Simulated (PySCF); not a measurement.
Zn(H)(OMe) (CH4OZn), SMILES C[O][ZnH]. Geometry optimised at B3LYP-D3(BJ)/def2-TZVP.

Computed equilibrium geometry at B3LYP-D3(BJ)/def2-TZVP (PySCF confirms it by a frequency run) as a Z-matrix, and its point group:
point group Cs.
```
O
C 1 1.4071
H 2 1.0947 1 108.75
H 2 1.0974 3 107.54 1 122.07
H 2 1.0974 3 107.54 4 115.87
Zn 1 1.7786 2 130.39 3 180.00
H 6 1.5125 1 174.86 2 180.00
```
Charge 0, spin multiplicity 1.
